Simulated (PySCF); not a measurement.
H4OSe2Si, SMILES O[SiH]([SeH])[SeH].

Coordinates come from a r2SCAN-D4/def2-SVP optimisation. The structure was generated by enumeration, and PubChem lists no compound with its InChIKey, so it may never have been made. Other conformers were not sampled.

Method: PBE/def2-TZVP (PySCF).

Gas-phase values at a fixed geometry.

- total energy = -5169.42776 hartree
- highest occupied level = -6.14 eV
- lowest empty level = -1.35 eV
- orbital gap = 4.79 eV
- dipole moment = 0.70 D
- quadrupole, principal values (traceless, Buckingham form, about the centre of nuclear charge) = -6.21, 1.52, 4.69 D·Å
- mean static polarisability = 84.7 bohr³ (12.55 Å³)
- polarisability, principal values = 67.5, 81.1, 105.5 bohr³
